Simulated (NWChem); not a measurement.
All runs are NWChem calculations. System: Te (+1), charge 1, spin multiplicity 4. Its SCF solution wasn't tested for a lower state. Level: UPBE/def2-SVP with def2 effective core potentials on Te.

Input file:

```
start mol
memory heap 200 mb stack 900 mb global 1100 mb
charge 1
geometry units angstroms nocenter noautoz
  Te     0.000000     0.000000     0.000000
  symmetry group D2h
end
basis spherical
  * library def2-svp
end
ecp
  Te library def2-ecp
end
dft
  xc xpbe96 cpbe96
  odft
  mult 4
  semidirect memsize 60000000 filesize 0
  iterations 100
end
task dft energy
```

NWChem printed:

```
             Northwest Computational Chemistry Package (NWChem) 7.3.0
             --------------------------------------------------------

                                NWChem Input Module
                                -------------------

 Scaling coordinates for geometry "geometry" by  1.889725989
 (inverse scale =  0.529177249)

                             Geometry "geometry" -> ""
                             -------------------------

 Output coordinates in angstroms (scale by  1.889725989 to convert to a.u.)

  No.       Tag          Charge          X              Y              Z
 ---- ---------------- ---------- -------------- -------------- --------------
    1 Te                  52.0000     0.00000000     0.00000000     0.00000000

 Effective nuclear repulsion energy (a.u.)       0.0000000000

            Nuclear Dipole moment (a.u.)
            ----------------------------
        X                 Y               Z
 ---------------- ---------------- ----------------
     0.0000000000     0.0000000000     0.0000000000

      Symmetry information
      --------------------

 Group name             D2h
 Group number             26
 Group order               8
 No. of unique centers     1

      Symmetry unique atoms

     1


 Summary of "ao basis" -> "" (spherical)
 ------------------------------------------------------------------------------
       Tag                 Description            Shells   Functions and Types
 ---------------- ------------------------------  ------  ---------------------
 *                          def2-svp                  on all atoms

 Summary of "ao basis" -> "ao basis" (spherical)
 ------------------------------------------------------------------------------
       Tag                 Description            Shells   Functions and Types
 ---------------- ------------------------------  ------  ---------------------
 Te                         def2-svp                10       26   4s4p2d

 Summary of "ao basis" -> "ao basis" (spherical)
 ------------------------------------------------------------------------------
       Tag                 Description            Shells   Functions and Types
 ---------------- ------------------------------  ------  ---------------------
 Te                         def2-svp                10       26   4s4p2d

      Symmetry analysis of basis
      --------------------------

        ag          8
        au          0
        b1g         2
        b1u         4
        b2g         2
        b2u         4
        b3g         2
        b3u         4

            General Information
            -------------------
          SCF calculation type: DFT
          Wavefunction type:  spin polarized.
          No. of atoms     :     1
          No. of electrons :    23
           Alpha electrons :    13
            Beta electrons :    10
          Charge           :     1
          Spin multiplicity:     4
          Use of symmetry is: on ; symmetry adaption is: on
          Maximum number of iterations: 100
          AO basis - number of functions:    26
                     number of shells:    10
          Convergence on energy requested:  1.00D-06
          Convergence on density requested:  1.00D-05
          Convergence on gradient requested:  5.00D-04

              XC Information
              --------------
          PerdewBurkeErnzerhof Exchange Functional  1.000
            Perdew 1991 LDA Correlation Functional  1.000 local
           PerdewBurkeErnz. Correlation Functional  1.000 non-local
[...]
                     ag                4.0          4.0
                     au                0.0          0.0
                     b1g               1.0          1.0
                     b1u               2.0          1.0
                     b2g               1.0          1.0
                     b2u               2.0          1.0
                     b3g               1.0          1.0
                     b3u               2.0          1.0

                    DFT Final Alpha Molecular Orbital Analysis
                    ------------------------------------------

 Vector   11  Occ=1.000000D+00  E=-5.348086D-01  Symmetry=b3u
              MO Center= -7.2D-21,  1.0D-33,  6.6D-33, r^2= 2.0D+00
   Bfn.  Coefficient  Atom+Function         Bfn.  Coefficient  Atom+Function
  ----- ------------  ---------------      ----- ------------  ---------------
    11      0.741792  1 Te px                14      0.425625  1 Te px
     8     -0.264272  1 Te px                 5     -0.207195  1 Te px

 Vector   12  Occ=1.000000D+00  E=-5.348086D-01  Symmetry=b2u
              MO Center=  6.5D-33, -7.1D-21,  6.3D-33, r^2= 2.0D+00
   Bfn.  Coefficient  Atom+Function         Bfn.  Coefficient  Atom+Function
  ----- ------------  ---------------      ----- ------------  ---------------
    12      0.741792  1 Te py                15      0.425625  1 Te py
     9     -0.264272  1 Te py                 6     -0.207195  1 Te py

 Vector   13  Occ=1.000000D+00  E=-5.348086D-01  Symmetry=b1u
              MO Center=  1.5D-33,  3.9D-33, -2.4D-20, r^2= 2.0D+00
   Bfn.  Coefficient  Atom+Function         Bfn.  Coefficient  Atom+Function
  ----- ------------  ---------------      ----- ------------  ---------------
    13      0.741792  1 Te pz                16      0.425625  1 Te pz
    10     -0.264272  1 Te pz                 7     -0.207195  1 Te pz

 Vector   14  Occ=0.000000D+00  E=-8.562533D-02  Symmetry=ag
              MO Center= -1.4D-19, -1.4D-19,  2.3D-19, r^2= 3.8D+00
   Bfn.  Coefficient  Atom+Function         Bfn.  Coefficient  Atom+Function
  ----- ------------  ---------------      ----- ------------  ---------------
     3      2.265119  1 Te s                  4     -2.074206  1 Te s
     2     -0.401415  1 Te s                  1     -0.304681  1 Te s

 Vector   15  Occ=0.000000D+00  E=-1.417526D-02  Symmetry=b2g
              MO Center= -1.5D-33, -1.5D-49, -6.7D-33, r^2= 2.0D+00
   Bfn.  Coefficient  Atom+Function         Bfn.  Coefficient  Atom+Function
  ----- ------------  ---------------      ----- ------------  ---------------
    25      1.055930  1 Te d  1              20     -0.393656  1 Te d  1

 Vector   16  Occ=0.000000D+00  E=-1.417526D-02  Symmetry=b3g
              MO Center=  2.4D-48, -3.9D-33, -6.3D-33, r^2= 2.0D+00
   Bfn.  Coefficient  Atom+Function         Bfn.  Coefficient  Atom+Function
  ----- ------------  ---------------      ----- ------------  ---------------
    23      1.055930  1 Te d -1              18     -0.393656  1 Te d -1

                     DFT Final Beta Molecular Orbital Analysis
                     -----------------------------------------

 Vector    8  Occ=1.000000D+00  E=-1.833659D+00  Symmetry=b2g
              MO Center= -1.1D-34,  1.4D-48, -8.8D-34, r^2= 3.1D-01
   Bfn.  Coefficient  Atom+Function         Bfn.  Coefficient  Atom+Function
  ----- ------------  ---------------      ----- ------------  ---------------
    20      0.984829  1 Te d  1              25      0.044048  1 Te d  1

 Vector    9  Occ=1.000000D+00  E=-1.833659D+00  Symmetry=b3g
              MO Center=  4.2D-48, -1.9D-34,  6.8D-34, r^2= 3.1D-01
   Bfn.  Coefficient  Atom+Function         Bfn.  Coefficient  Atom+Function
  ----- ------------  ---------------      ----- ------------  ---------------
    18      0.984829  1 Te d -1              23      0.044048  1 Te d -1

 Vector   10  Occ=1.000000D+00  E=-8.144405D-01  Symmetry=ag
              MO Center= -4.1D-25,  6.8D-25,  4.5D-26, r^2= 1.3D+00
   Bfn.  Coefficient  Atom+Function         Bfn.  Coefficient  Atom+Function
  ----- ------------  ---------------      ----- ------------  ---------------
     3      1.029339  1 Te s                  1     -0.387727  1 Te s
     2     -0.387389  1 Te s                  4      0.230119  1 Te s

 Vector   11  Occ=0.000000D+00  E=-4.499036D-01  Symmetry=b2u
              MO Center=  1.0D-33, -8.2D-21, -1.6D-32, r^2= 2.0D+00
   Bfn.  Coefficient  Atom+Function         Bfn.  Coefficient  Atom+Function
  ----- ------------  ---------------      ----- ------------  ---------------
    12      0.713850  1 Te py                15      0.452113  1 Te py
     9     -0.259203  1 Te py                 6     -0.200461  1 Te py

 Vector   12  Occ=0.000000D+00  E=-4.499036D-01  Symmetry=b3u
              MO Center= -8.2D-21,  3.1D-33,  2.7D-33, r^2= 2.0D+00
   Bfn.  Coefficient  Atom+Function         Bfn.  Coefficient  Atom+Function
  ----- ------------  ---------------      ----- ------------  ---------------
    11      0.713850  1 Te px                14      0.452113  1 Te px
     8     -0.259203  1 Te px                 5     -0.200461  1 Te px

 Vector   13  Occ=0.000000D+00  E=-4.499036D-01  Symmetry=b1u
              MO Center= -1.1D-32,  1.1D-32, -3.6D-20, r^2= 2.0D+00
   Bfn.  Coefficient  Atom+Function         Bfn.  Coefficient  Atom+Function
  ----- ------------  ---------------      ----- ------------  ---------------
    13      0.713850  1 Te pz                16      0.452113  1 Te pz
    10     -0.259203  1 Te pz                 7     -0.200461  1 Te pz

   alpha - beta orbital overlaps
   -----------------------------

   alpha      1      2      3      4      5      6      7      8      9     10
    beta      1      3      2      4      5      6      7      9      8     10
 overlap   1.000  1.000  1.000  1.000  1.000  1.000  1.000  1.000  1.000  1.000

   alpha     11     12     13     14     15     16     17     18     19     20
    beta     12     11     13     14     16     15     18     17     19     21
 overlap   1.000  1.000  1.000  1.000  1.000  1.000  1.000  1.000  1.000  1.000

   alpha     21     22     23     24     25     26
    beta     20     22     23     24     25     26
 overlap   1.000  1.000  1.000  1.000  1.000  1.000

     --------------------------
     Expectation value of S2:
     --------------------------
      <S2> =      3.7505 (Exact =     3.7500)

 Task  times  cpu:        0.5s     wall:        0.5s

 Total times  cpu:        0.5s     wall:        0.5s
```
